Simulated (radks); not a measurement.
Species: the tungsten ion W54+. Configuration: [Ar] 3d2.

Calculated with a radial shooting solver on a logarithmic mesh with Libxc functionals: scalar-relativistic Kohn-Sham, PBE, spin-polarised, spherical densities, finite nucleus; open shells are filled with parallel spins first (spin-orbit coupling, left out, can overturn this in heavy ions); Fermi nuclear charge, rms radius 5.3658 fm.

Energy parts (hartree):
| part | energy |
|---|---|
| total | -13318.5991 |
| kinetic | 14921.9625 |
| electron-nucleus | -29751.1961 |
| Hartree | 1698.8834 |
| exchange-correlation | -188.2490 |

Orbitals (lengths in bohr, moments of r in powers of bohr; r(max) is where P^2 peaks; r(90%) holds 90 % of the orbital's charge):
| orbital | occ. | eigenvalue (hartree) | r(90%) | <r^4> | <r> | r(max) |
|---|---|---|---|---|---|---|
| 1s up | 1 | -2689.952 | 0.0334 | 5.816e-07 | 0.01835 | 0.01146 |
| 1s down | 1 | -2689.948 | 0.0334 | 5.815e-07 | 0.01835 | 0.01146 |
| 2s up | 1 | -574.5266 | 0.119 | 0.00008434 | 0.07705 | 0.06548 |
| 2s down | 1 | -574.1057 | 0.119 | 0.00008417 | 0.07701 | 0.06546 |
| 2p up | 3 | -519.9868 | 0.112 | 0.00006554 | 0.06886 | 0.05369 |
| 2p down | 3 | -519.6548 | 0.112 | 0.00006536 | 0.06882 | 0.05366 |
| 3s up | 1 | -219.1095 | 0.276 | 0.002467 | 0.1896 | 0.1786 |
| 3s down | 1 | -218.6421 | 0.276 | 0.002477 | 0.1898 | 0.1787 |
| 3p up | 3 | -202.9023 | 0.277 | 0.002487 | 0.1870 | 0.1752 |
| 3p down | 3 | -202.4241 | 0.278 | 0.002499 | 0.1873 | 0.1753 |
| 3d up | 2 | -187.3331 | 0.253 | 0.001684 | 0.1660 | 0.1399 |
| 3d down | 0 | -186.7152 | 0.254 | 0.001697 | 0.1662 | 0.1401 |

The highest occupied level is 3d up at -5097.6 eV. Spin moment in Bohr magnetons: 2. The spin density at the nucleus is -35.7 e/bohr^3 (1s -5.4, 2s -115.8, 3s 85.5). The electron density at the nucleus is 1.513e+06 e/bohr^3 (large components only). For comparison, the ionisation energy in NIST's Atomic Spectra Database is 5209 eV (semi-empirical). In exact Kohn-Sham theory the highest level is minus the ionisation energy, but local and semilocal functionals leave it too shallow, through self-interaction and a potential that decays too fast; potentials with the right tail come closer. The density falls to 0.001 e/bohr^3 at r = 0.60 bohr.
